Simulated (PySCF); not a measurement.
PySCF job for Si(H)(NHSiH3)(Cl)2 (Cl2H5NSi2), SMILES [SiH3]N[SiH](Cl)Cl, TDA-PBE/def2-SVPD. Geometry: PBE-D3(BJ)/def2-SVP. One conformer was computed; it need not be the lowest.

```python
import numpy as np
from pyscf import gto, scf, dft, tdscf

mol = gto.M(
    atom='''
    Si    0.59625138    0.13080937    0.65656551
    Cl    1.27781774   -0.97155462   -0.96351755
    Cl    0.84977228    2.15039045    0.23019678
    N    -1.05727640   -0.31178550    0.85623978
    Si   -2.11946483   -1.11149237   -0.31434533
    H     1.42890475   -0.15376217    1.86120081
    H    -1.51943889    0.03030118    1.70522400
    H    -3.49789089   -1.03688688    0.28017357
    H    -1.74560815   -2.55172261   -0.51909575
    H    -2.10907374   -0.41607792   -1.64581075
    ''',
    basis='def2-SVPD',
    charge=0,
    spin=0,
    max_memory=1600,
    verbose=4,
)
mf = dft.RKS(mol, xc='pbe').density_fit(auxbasis='def2-universal-jkfit')
mf.grids.level = 3
mf.conv_tol = 1e-9
mf.max_cycle = 100
mf.kernel()
mf.grids = dft.Grids(mol).set(level=1).build(with_non0tab=True)  # coarser grid for the response kernel
td = tdscf.TDA(mf)
td.singlet = True
td.nstates = 10
td.conv_tol = 1e-4
td.positive_eig_threshold = 1e-6
td.kernel(x0=td.get_init_guess(mf, 15))
td.analyze()
tt = tdscf.TDA(mf)
tt.singlet = False
tt.nstates = 4
tt.conv_tol = 1e-4
tt.positive_eig_threshold = 1e-6
tt.kernel(x0=tt.get_init_guess(mf, 9))
tt.analyze(verbose=3)
```

Log of the run:

```
PySCF version 2.14.0

[INPUT] verbose = 4
[INPUT] num. atoms = 10
[INPUT] num. electrons = 74
[INPUT] charge = 0
[INPUT] spin (= nelec alpha-beta = 2S) = 0
[INPUT] symmetry False subgroup None
[INPUT] Mole.unit = angstrom
[INPUT] Symbol           X                Y                Z      unit          X                Y                Z       unit  Magmom
[INPUT]  1 Si     0.596251380000   0.130809370000   0.656565510000 AA    1.126751809594   0.247193883827   1.240728996735 Bohr   0.0
[INPUT]  2 Cl     1.277817740000  -0.971554620000  -0.963517550000 AA    2.414725565711  -1.835972146856  -1.820784285712 Bohr   0.0
[INPUT]  3 Cl     0.849772280000   2.150390450000   0.230196780000 AA    1.605836877447   4.063649011380   0.435008868957 Bohr   0.0
[INPUT]  4 N     -1.057276400000  -0.311785500000   0.856239780000 AA   -1.997962833966  -0.589189204611   1.618058681158 Bohr   0.0
[INPUT]  5 Si    -2.119464830000  -1.111492370000  -0.314345330000 AA   -4.005208059348  -2.100416168844  -0.594026582236 Bohr   0.0
[INPUT]  6 H      1.428904750000  -0.153762170000   1.861200810000 AA    2.700238635590  -0.290568389619   3.517159793719 Bohr   0.0
[INPUT]  7 H     -1.519438890000   0.030301180000   1.705224000000 AA   -2.871323365113   0.057260931451   3.222406341035 Bohr   0.0
[INPUT]  8 H     -3.497890890000  -1.036886880000   0.280173570000 AA   -6.610055795711  -1.959432225355   0.529451314642 Bohr   0.0
[INPUT]  9 H     -1.745608150000  -2.551722610000  -0.519095750000 AA   -3.298721324309  -4.822056878760  -0.980948799926 Bohr   0.0
[INPUT] 10 H     -2.109073740000  -0.416077920000  -1.645810750000 AA   -3.985571745112  -0.786273315279  -3.110131570365 Bohr   0.0

nuclear repulsion = 432.04143934922
number of shells = 70
number of NR pGTOs = 254
number of NR cGTOs = 162
basis = def2-SVPD
ecp = {}


[settings echo left out]
init E= -1556.19256622541
  HOMO = -0.309870994861096  LUMO = -0.0568818502589745  gap/eV = 6.88419
cycle= 1 E= -1555.97616491111  delta_E= 0.216  |g|= 0.539  |ddm|= 4.15
  HOMO = -0.171419849568332  LUMO = -0.0365865069376201  gap/eV = 3.66900
cycle= 2 E= -1555.80558201325  delta_E= 0.171  |g|= 0.997  |ddm|= 1.76
  HOMO = -0.259174298816779  LUMO = -0.0397459757341578  gap/eV = 5.97095
cycle= 3 E= -1556.03943036443  delta_E= -0.234  |g|= 0.143  |ddm|= 1.17
  HOMO = -0.246343854965689  LUMO = -0.0354324265285965  gap/eV = 5.73919
cycle= 4 E= -1556.0445829858  delta_E= -0.00515  |g|= 0.0498  |ddm|= 0.257
  HOMO = -0.250145061649413  LUMO = -0.0376555464905616  gap/eV = 5.78213
cycle= 5 E= -1556.045245252  delta_E= -0.000662  |g|= 0.0151  |ddm|= 0.0897
  HOMO = -0.249443736459339  LUMO = -0.0368532539150144  gap/eV = 5.78488
cycle= 6 E= -1556.0453140718  delta_E= -6.88e-05  |g|= 0.00275  |ddm|= 0.0258
  HOMO = -0.249521615766247  LUMO = -0.0369933053648264  gap/eV = 5.78319
cycle= 7 E= -1556.04531661968  delta_E= -2.55e-06  |g|= 0.000475  |ddm|= 0.00628
  HOMO = -0.249486201703173  LUMO = -0.0369547885451005  gap/eV = 5.78327
cycle= 8 E= -1556.04531670361  delta_E= -8.39e-08  |g|= 0.000131  |ddm|= 0.00125
  HOMO = -0.249493529347213  LUMO = -0.0369557956465026  gap/eV = 5.78345
cycle= 9 E= -1556.04531670898  delta_E= -5.37e-09  |g|= 3.14e-05  |ddm|= 0.000273
  HOMO = -0.249495581248409  LUMO = -0.0369574178225624  gap/eV = 5.78346
cycle= 10 E= -1556.04531670925  delta_E= -2.74e-10  |g|= 9.3e-06  |ddm|= 6.96e-05
  HOMO = -0.249496312104578  LUMO = -0.0369573878356584  gap/eV = 5.78348
Extra cycle  E= -1556.04531670922  delta_E= 3.39e-11  |g|= 1.43e-05  |ddm|= 3.88e-05
converged SCF energy = -1556.04531670922
tot grids = 42936
Overwritten attributes  positive_eig_threshold  of <class 'pyscf.tdscf.rks.TDA'>


******** <class 'pyscf.tdscf.rks.TDA'> for <class 'pyscf.df.df_jk.DFRKS'> ********
nstates = 10 singlet
deg_eia_thresh = 1.000e-03
wfnsym = None
conv_tol = 0.0001
eigh lindep = 1e-12
eigh level_shift = 0
eigh max_cycle = 100


Excitation energies (eV)
[5.81982561 5.99017273 6.37218566 6.86290235 6.9570054  7.00974978
 7.03477979 7.10348644 7.19516741 7.29857786]

** Singlet excitation energies and oscillator strengths **
Excited State   1:      5.81983 eV    213.04 nm  f=0.0029
      37 -> 38       -0.64584
      37 -> 39        0.28340
Excited State   2:      5.99017 eV    206.98 nm  f=0.0136
      37 -> 38       -0.27937
      37 -> 39       -0.62568
      37 -> 40        0.15799
Excited State   3:      6.37219 eV    194.57 nm  f=0.0382
      37 -> 39        0.14788
      37 -> 40        0.67478
Excited State   4:      6.86290 eV    180.66 nm  f=0.0413
      35 -> 39       -0.10379
      37 -> 41       -0.68378
Excited State   5:      6.95701 eV    178.21 nm  f=0.0045
      35 -> 38       -0.10492
      36 -> 38       -0.55277
      36 -> 39       -0.40470
Excited State   6:      7.00975 eV    176.87 nm  f=0.0113
      35 -> 38        0.60321
      35 -> 39        0.11255
      36 -> 39       -0.11381
      37 -> 42       -0.30606
Excited State   7:      7.03478 eV    176.24 nm  f=0.0098
      35 -> 38        0.26736
      36 -> 39       -0.17477
      37 -> 42        0.61605
Excited State   8:      7.10349 eV    174.54 nm  f=0.0247
      35 -> 38        0.10771
      35 -> 39       -0.65652
      35 -> 40        0.14568
Excited State   9:      7.19517 eV    172.32 nm  f=0.0401
      34 -> 38        0.23242
      34 -> 39        0.23462
      35 -> 38        0.14812
      36 -> 38       -0.34041
      36 -> 39        0.46209
Excited State  10:      7.29858 eV    169.87 nm  f=0.0124
      34 -> 38        0.59461
      36 -> 38        0.16322
      36 -> 39       -0.15401
      36 -> 40        0.20987

** Transition electric dipole moments (AU) **
state          X           Y           Z        Dip. S.      Osc.
  1        -0.0918      0.1095     -0.0036      0.0204      0.0029
  2         0.0811      0.2739     -0.1051      0.0926      0.0136
  3        -0.2914     -0.3990      0.0296      0.2450      0.0382
  4         0.4272      0.2142      0.1315      0.2456      0.0413
  5        -0.1148     -0.0872     -0.0757      0.0265      0.0045
  6         0.1772      0.1214     -0.1411      0.0661      0.0113
  7         0.1833     -0.1476      0.0354      0.0567      0.0098
  8        -0.2951     -0.0221     -0.2330      0.1418      0.0247
  9         0.2768      0.3829      0.0648      0.2274      0.0401
 10        -0.0340     -0.1681     -0.2004      0.0695      0.0124

** Transition velocity dipole moments (imaginary part, AU) **
state          X           Y           Z        Dip. S.      Osc.
  1        -0.0083      0.0195     -0.0073      0.0005      0.0016
  2         0.0116      0.0542     -0.0183      0.0034      0.0103
  3        -0.0420     -0.0703      0.0079      0.0068      0.0193
  4         0.0720      0.0424      0.0234      0.0075      0.0199
  5        -0.0175     -0.0278     -0.0129      0.0012      0.0032
  6         0.0309      0.0270     -0.0311      0.0026      0.0069
  7         0.0426     -0.0434      0.0095      0.0038      0.0098
  8        -0.0633     -0.0018     -0.0504      0.0066      0.0167
  9         0.0555      0.0818      0.0266      0.0105      0.0264
 10        -0.0306     -0.0160     -0.0335      0.0023      0.0058

** Transition magnetic dipole moments (imaginary part, AU) **
state          X           Y           Z
  1         0.3346      0.2220      0.1143
  2         0.6307     -0.0791     -0.1692
  3        -0.2571      0.3633      0.0844
  4        -0.0676     -0.5942      0.1283
  5         0.2475      0.1476      0.1994
  6        -0.3609     -0.8310      0.2747
  7         0.4151     -0.3013      0.1331
  8        -0.0398     -0.0269     -0.3933
  9         0.0202      0.1415     -0.4543
 10         0.0017     -0.0756     -0.0462


******** <class 'pyscf.tdscf.rks.TDA'> for <class 'pyscf.df.df_jk.DFRKS'> ********
nstates = 4 triplet
deg_eia_thresh = 1.000e-03
wfnsym = None
conv_tol = 0.0001
eigh lindep = 1e-12
eigh level_shift = 0
eigh max_cycle = 100


Excitation energies (eV)
[5.62208637 5.74322882 6.10606298 6.6373148 ]

** Triplet excitation energies and oscillator strengths **
Excited State   1:      5.62209 eV    220.53 nm  f=0.0000
Excited State   2:      5.74323 eV    215.88 nm  f=0.0000
Excited State   3:      6.10606 eV    203.05 nm  f=0.0000
Excited State   4:      6.63731 eV    186.80 nm  f=0.0000
```

The calculation finished and met its thresholds.

Cost: very roughly 100 core-seconds.
